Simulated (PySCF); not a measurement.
A K-edge absorption job on `[SiH3][SiH2]B(Cl)Cl`.

Computed with core-valence-separated TDA BHandHLYP/aug-pcX-1 H:pcseg-1 Si:def2-SVPD Cl:def2-SVPD, K edges, non-relativistic, gas phase (PySCF 2.14.0, density-fitted response routines). Geometry: PBE0-D3(BJ)/def2-SVP. The command runs a driver script over a list of jobs; the input below is this job's line of settings and its coordinates in Å.

Command:
```bash
OMP_NUM_THREADS=1 python probes_run.py task.json out
```

Input:
```
{"job": {"kind": "xas", "xc": "BHandHLYP", "basis": {"default": "aug-pcX-1", "H": "pcseg-1", "Si": "def2-SVPD", "Cl": "def2-SVPD"}}, "charge": 0, "multiplicity": 1}
Si     1.711845    -0.365359    -0.439655
Si    -0.255555     0.910476    -0.269579
B     -1.699157    -0.376369     0.292618
Cl    -2.604964    -1.278132    -0.901617
Cl    -1.989083    -0.705306     1.985746
H      2.859817     0.475406    -0.897300
H      2.037806    -0.953958     0.895792
H      1.499456    -1.478040    -1.415756
H     -0.551299     1.525728    -1.600536
H     -0.049857     1.987084     0.748324
```

Output:
```
coarse grid: 10688 points
cycle   1  E = -1526.6831875505  dE =  1.658e-01  |g| = 3.105e-01  |ddm| = 3.183e+00
cycle   2  E = -1526.6918434528  dE = -8.656e-03  |g| = 3.087e-01  |ddm| = 8.129e-01
cycle   3  E = -1526.7192517846  dE = -2.741e-02  |g| = 3.105e-02  |ddm| = 4.317e-01
cycle   4  E = -1526.7196571575  dE = -4.054e-04  |g| = 1.113e-02  |ddm| = 7.575e-02
cycle   5  E = -1526.7197041030  dE = -4.695e-05  |g| = 1.400e-03  |ddm| = 2.237e-02
cycle   6  E = -1526.7197050738  dE = -9.707e-07  |g| = 3.832e-04  |ddm| = 3.334e-03
final grid: 85416 points
cycle   7  E = -1526.8307918870  dE = -1.403e-05  |g| = 1.551e-03  |ddm| = 1.846e-02
cycle   8  E = -1526.8307922091  dE = -3.220e-07  |g| = 8.433e-04  |ddm| = 3.358e-03
cycle   9  E = -1526.8307923840  dE = -1.749e-07  |g| = 1.400e-04  |ddm| = 1.389e-03
cycle  10  E = -1526.8307923886  dE = -4.681e-09  |g| = 6.761e-05  |ddm| = 2.632e-04
cycle  11  E = -1526.8307923901  dE = -1.453e-09  |g| = 7.791e-06  |ddm| = 9.666e-05
cycle  12  E = -1526.8307923901  dE = -2.888e-11  |g| = 3.051e-06  |ddm| = 2.056e-05
converged SCF energy = -1526.8307923901

B K edge
   eV          f      from atoms
  187.663   0.09064   B2
  192.880   0.05006   B2
  193.185   0.02946   B2
  193.692   0.00611   B2
  194.173   0.02804   B2
  194.388   0.00515   B2
  194.716   0.00857   B2
  194.963   0.00026   B2
```

The program numbers atoms from 0.

Summary of the converged run: lowest B 1s excitation 187.7 eV; the energies are raw, with no shift to experiment and no relativistic term.

Rough CPU time on one thread of a shared machine: about 18 s.

One conformer stands for the species.
Labels such as C1 count atoms from 1, the log's own numbers from 0.
